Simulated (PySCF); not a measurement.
B(Me)(SH)2 (CH5BS2), SMILES CB(S)S.

The structure is a stationary point at PBE0-D3(BJ)/def2-SVP. The values are those of a single conformer.

The numbers are results of PySCF with PBE/def2-TZVP, not measurements.

Symmetry labels are those of the subgroup Cs that the program uses (full group Cs).

Computed valence orbital energies around the gap with their symmetry:
```tsv
orbital	symmetry	energy (eV)
HOMO−7	A"	-11.19
HOMO−6	A'	-9.97
HOMO−5	A'	-9.55
HOMO−4	A"	-9.27
HOMO−3	A'	-8.32
HOMO−2	A"	-7.53
HOMO−1	A'	-7.36
HOMO	A"	-6.29
LUMO	A'	-1.48
LUMO+1	A'	-1.15
LUMO+2	A"	0.42
LUMO+3	A'	0.46
```
